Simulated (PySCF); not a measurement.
# Potential energy of SbP along the bond

Set-up: PySCF, scalar-relativistic core potentials, basis sets Sb cc-pVDZ-PP with ECP28, P cc-pV(D+d)Z. Energies in eV from Sb + P in their ground configurations at the same level. State: ¹Σ⁺ (singlet), closed shell.

Curves on a restricted Hartree–Fock reference rise too fast on stretching and do not dissociate correctly.

```tsv
R (Å)	r²SCAN	RHF-CCSD(T)	M06
1.895	-1.403		-2.195
1.984	-2.465	-1.615	-3.269
2.072	-3.053	-2.290	-3.864
2.138	-3.265	-2.565	-4.079
2.204	-3.331	-2.692	-4.145
2.270	-3.284	-2.707	-4.097
2.358	-3.093	-2.602	-3.903
2.469	-2.718	-2.340	-3.518
2.601	-2.153	-1.928	-2.936
2.777	-1.326		-2.077
```

Problem. Put a parabola through the three lowest points of the r²SCAN curve and estimate Re, k and ωe (reduced mass 24.66 u; 1 eV/Å² = 0.16022 mdyn/Å; ωe = 1302.8·√(k/μ) cm⁻¹).

Solution. Through R = 2.138, 2.204, 2.27 Å the second-order coefficient is 13.0 eV/Å², so Re ≈ 2.210 Å, k ≈ 4.16 mdyn/Å and ωe ≈ 535 cm⁻¹. A polynomial fit of higher order to the unrounded r²SCAN energies gives Re = 2.207 Å, k = 4.05 mdyn/Å, ωe = 528 cm⁻¹; anharmonicity and rounding make the difference.

The higher-order fit for each curve: r²SCAN: Re = 2.207 Å, ωe = 528 cm⁻¹, De = 3.33 eV; RHF-CCSD(T): Re = 2.247 Å, ωe = 482 cm⁻¹, De = 2.71 eV; M06: Re = 2.206 Å, ωe = 532 cm⁻¹, De = 4.15 eV.

Correlated steps freeze 9 core orbitals. Correlated levels converge slowly with the basis: in double zeta they bind strong bonds too weakly, by up to about 1 eV, and carry superposition errors of some tenths. These are scalar-relativistic numbers at best; spin–orbit coupling would shift them, the dissociation energy most. Where the molecule has an RHF reference, its open-shell atoms are computed with UHF.
